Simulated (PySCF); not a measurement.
B(Cl)(OH)(NH2), H3BClNO, SMILES B(N)(Cl)O (PBE0/def2-SVP optimised geometry):

```
7

B     -0.052    -0.086     0.000
Cl     1.742    -0.086     0.000
O     -0.728    -1.265     0.000
H     -0.141    -2.026    -0.001
N     -0.732     1.133     0.000
H     -1.742     1.175     0.000
H     -0.263     2.026     0.001
```

Computed with PBE0/def2-TZVP run with PySCF 2.14.0.

Question: What are the frontier orbital energies and the dipole moment?

Answer: HOMO-2 -9.11 eV, HOMO-1 -8.92 eV, HOMO -8.07 eV, LUMO 0.77 eV, LUMO+1 1.53 eV; dipole moment 1.13 D.

On the same geometry PBE/def2-TZVP run with PySCF 2.14.0 gives HOMO-2 -7.57 eV, HOMO-1 -7.42 eV, HOMO -6.60 eV, LUMO -0.05 eV, LUMO+1 0.49 eV; dipole moment 1.15 D.

Meta-Löwdin charges at PBE0/def2-TZVP: B1 0.32, Cl2 -0.17, O3 -0.53, H4 0.36, N5 -0.50, H6 0.25, H7 0.26.
